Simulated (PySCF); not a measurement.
# Dipole response of Ru(2+) (ruthenium, charge +2)

[Kr] 4d6, high-spin 5D determinant. Computed with PySCF 2.14 in aug-cc-pwCVQZ-PP with ECP28MDF, with a scalar-relativistic core potential. Coupled (time-dependent) response in atomic units; α is the mean over directions.

| method | mean α (bohr³) | α xx, yy, zz | C₆ (like pair) | S(−4) |
| --- | --- | --- | --- | --- |
| BP86 | 8.691 | 9.022, 9.022, 8.029 | 46.69 | 24.28 |

S(−4) is the Cauchy moment in α(ω) = α(0) + S(−4) ω² + …

Spin-orbit coupling is absent.

α(iu) at BP86:

```
u (hartree)  α(iu) (bohr³)
          0          8.691
     0.0500          8.631
      0.100          8.460
      0.200          7.882
      0.300          7.169
      0.500          5.827
      0.750          4.558
       1.00          3.648
       1.50          2.463
       2.00          1.753
       3.00         0.9946
       5.00         0.4313
```

A single London oscillator, α(iu) = α/(1 + u²/ω²), gives C₆ = (3/4) ω α². Matching the computed C₆ needs ω = 4 × 46.69 / (3 × 8.691²) = 0.824 hartree.

For an ion, C₆ is the dispersion term alone; charge-induced terms of lower order in 1/R come first.

The components differ because the open shell of this determinant is not spherical; for a pure term their mean is the scalar polarisability.

Energies and moments cover only the electrons outside the core potential.
